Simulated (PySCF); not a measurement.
SMILES O([SiH3])CCC(OC)=O, GFN2-xTB optimised geometry.

```
18

C      1.70     1.55     0.02
O      1.07     0.28     0.00
C     -0.27     0.28     0.00
O     -0.93     1.28     0.00
C     -0.82    -1.13    -0.01
C     -2.11    -1.21     0.80
O     -1.89    -1.16     2.17
Si    -1.31     0.03     3.10
H      1.36     2.16    -0.82
H      2.76     1.37    -0.05
H      1.45     2.07     0.95
H     -1.03    -1.40    -1.05
H     -0.07    -1.82     0.39
H     -2.76    -0.38     0.49
H     -2.62    -2.16     0.59
H      0.12     0.28     2.86
H     -2.04     1.28     2.92
H     -1.53    -0.60     4.39
```

Density from PBE0/def2-SVP in PySCF 2.14.0 at that geometry.

Minimum of the electron density along straight lines between bonded atoms, close to the bond critical point (lines longer than 1.1 times the sum of covalent radii, or with two minima, are not listed):

| bond | length / Å | ρ at the minimum / e bohr⁻³ | ∇²ρ there / e bohr⁻⁵ | position (fraction from the first atom) |
|---|---|---|---|---|
| C1–O2 | 1.422 | 0.244 | -0.30 | 0.34 |
| O2–C3 | 1.335 | 0.307 | -0.33 | 0.67 |
| C3–O4 | 1.203 | 0.420 | 0.34 | 0.33 |
| C3–C5 | 1.512 | 0.257 | -0.62 | 0.52 |
| C5–C6 | 1.530 | 0.246 | -0.57 | 0.50 |
| C6–O7 | 1.390 | 0.261 | -0.27 | 0.34 |
| O7–Si8 | 1.621 | 0.129 | 1.10 | 0.59 |
| C1–H9 | 1.092 | 0.283 | -1.09 | 0.64 |
| C1–H10 | 1.087 | 0.286 | -1.12 | 0.64 |
| C1–H11 | 1.092 | 0.282 | -1.09 | 0.64 |
| C5–H12 | 1.092 | 0.273 | -0.99 | 0.63 |
| C5–H13 | 1.090 | 0.278 | -1.04 | 0.64 |
| C6–H14 | 1.097 | 0.282 | -1.08 | 0.64 |
| C6–H15 | 1.095 | 0.283 | -1.07 | 0.63 |
| Si8–H16 | 1.469 | 0.117 | 0.31 | 0.49 |
| Si8–H17 | 1.461 | 0.120 | 0.32 | 0.49 |
| Si8–H18 | 1.454 | 0.121 | 0.34 | 0.49 |
